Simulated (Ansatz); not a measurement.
Consider the homolysis of the Mg–O bond: `C[CH2][Mg][OH]` → `C[CH2][Mg]`• + `[OH]`•.

Isolated molecules relaxed with PBE0-D4/def2-TZVP in Ansatz; ΔE leaves out vibrations. CCSD(T)/CBS adds triple-zeta CCSD(T) − MP2 to the extrapolated MP2 energy (def2 sets, frozen cores). This one scheme is used for every species. DFT in def2-TZVPP. No spin–orbit coupling; open shells (•) take unrestricted orbitals. For Mg outer-core shells are correlated without core-valence functions, which leaves a few kJ/mol of doubt a bond. Each species was taken in one conformer, which may not be the lowest.

```
             level  ΔE (kJ/mol)
           BLYP-D4        445.1
           r2SCANh        444.0
CCSD(T)/def2-TZVPP        457.6
     HF/def2-QZVPP        319.2
```

Task: What does CCSD(T)/CBS give? (Estimate.)

Result: Computed: +492.2 kJ/mol. The listed levels differ from it by -47.1, -48.2, -34.6, -173.0 kJ/mol.

Largest T1 diagnostic among the species: 0.012.

From r2SCAN to r2SCAN0 (25 % exact exchange), in def2-TZVPP and without D4, ΔE moves by −12.1 kJ/mol: exact exchange takes away binding that semilocal exchange gives to molecules. Leaving LDA and LC-ωPBE aside and taking each functional with its dispersion term where it has one, the values, not all of them listed here, spread over 44.5 kJ/mol, from revPBE-D4 to ωB97M-V. LDA lies +67.9 kJ/mol from PBE without D4, its usual overbinding. In def2-TZVPP, CCSD(T) changes the Hartree–Fock value by +140.4 kJ/mol (the triples alone add +8.2 kJ/mol) and MP2 by +172.8 kJ/mol; breaking electron pairs costs correlation energy, which Hartree–Fock lacks.
